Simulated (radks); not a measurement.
Question: The table gives one normalised radial function P(r) = r R(r) of Dy2.25+ in [Kr] 4d10 4f(up 5, down 5) 5p6 5s(up 1, down 0.75) (r in bohr). Method: scalar-relativistic Kohn-Sham, r2SCAN, spin-polarised, spherical densities, finite nucleus; meta-GGA in the generalised Kohn-Sham scheme; Fermi nuclear charge, rms radius 5.2218 fm; computed with a radial shooting solver on a logarithmic mesh with Libxc functionals.

r	P
0.003516	0.1132
0.004652	0.1321
0.006155	0.1490
0.008144	0.1599
0.01077	0.1588
0.01414	0.1388
0.01871	0.0910
0.02476	0.0112
0.03276	-0.0945
0.04335	-0.2000
0.0569	-0.2550
0.07528	-0.2036
0.09961	-0.0159
0.1318	0.2381
0.173	0.3706
0.2289	0.2060
0.3028	-0.2201
0.4007	-0.5388
0.5302	-0.3556
0.6959	0.2565
0.9208	0.8595
1.218	1.0283
1.612	0.7686
2.133	0.3828
2.8	0.1263
3.704	0.0234
4.901	0.0022

Which n and l does it have? It may be an empty orbital.

Answer: n = 5, l = 0: the number of nodes gives n - l - 1 = 4, the rise at small r (about r^(l+1), flatter next to the nucleus through relativity) gives l, and the extent must fit the shell. The curve is that of 5s down; the table hardly tells the two spins apart. 5s down: eigenvalue -67.654 eV, 4 radial nodes at r = 0.0256, 0.101, 0.265, 0.628 bohr, <r> = 1.30 bohr, 90 % of the charge inside 1.88 bohr.
